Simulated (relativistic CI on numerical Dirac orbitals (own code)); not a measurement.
Input to a radial Dirac CI calculation:

```
atom Cu  Z=29  charge=27  electrons=2
nucleus A=63  rms_radius_fm=3.8823
hamiltonian dirac-coulomb  breit=on  qed=on  c_scale=1
orbitals kli  potential=per-configuration
slater_scale 0.9
correlation none
mixing on
configurations
  1s2
  1s 2p
  1p 2p
  1s 1p
end
```

Problem. How did the run end?

Solution. The self-consistent field of one configuration failed: SCF of 1p 2p ended with code -1.
